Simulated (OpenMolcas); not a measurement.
**Zn+: effect of the level shift or regulariser**

* Program: OpenMolcas 26.06
* Basis: ANO-RCC-VTZP [6s5p3d2f1g]
* Scalar Hamiltonian: DKH2, point nucleus
* Active space: 1 electron in 4 orbitals (4s 4p)
* State averaging: 2S+1 = 2 even, 1 root; 2S+1 = 2 odd, 3 roots
* Spin-orbit coupling: state interaction with AMFI integrals over the reference wave functions, term energies averaged over their components

Methods on the same reference wave functions:
A. CASSCF
B. SS-CASPT2, IPEA 0.25 Eh, imaginary shift 0.1 Eh (closed shells correlated: 3d)
C. SS-CASPT2, IPEA 0.25 Eh, real shift 0.2 Eh (closed shells correlated: 3d)

Energies in cm⁻¹ above 4s ²S_1/2, the measured ground level; measured values from NIST Handbook of Basic Atomic Spectroscopic Data.

| Level | A | B | C | Measured |
| --- | --- | --- | --- | --- |
| 4s ²S_1/2 | 0.0 | 0.0 | 0.0 | 0.0 |
| 4p ²P°_1/2 | 45503 | 49262 | 49254 | 48481 |
| 4p ²P°_3/2 | 46157 | 49916 | 49908 | 49355 |

Deviations, from unrounded energies. A percentage is the sum of absolute deviations over the sum of measured energies, with the sign that they share, or ± where signs differ.

```csv
Against measurement,Levels,A,B,C
mean absolute deviation (cm-1),2,3100,670,660
other configurations (%),2,-6.3,+1.4,+1.4
```

B, C lie about equally close to measurement and A furthest from it. The largest miss of C in the table is 4p ²P°_1/2, by +770 cm-1. The ranking rests on the paired levels alone, and a cruder setting can come out closer through cancelling errors.

Between B and C the level of the table that moves most is 4p ²P°_1/2, by 8 cm-1 (lowest in C, highest in B).

The lowest spin-free term lies below A's lowest term by 0.472 hartree in B, 0.472 hartree in C.

With one active electron the reference holds no correlation, so core polarisation is missing (holds for A). With one active electron, CASPT2 adds the correlation within the correlated inactive shells and between them and that electron, and leaves the splitting within a term as the reference gives it (holds for B; C). Measured partners are found by configuration, term and J. A level has none where our copy of the source lacks it or the pairing is in doubt (some pairs that miss far off the trend of their configuration count as doubtful), and it then counts in no deviation. Levels of configurations outside the active space are missing.

° marks odd parity.
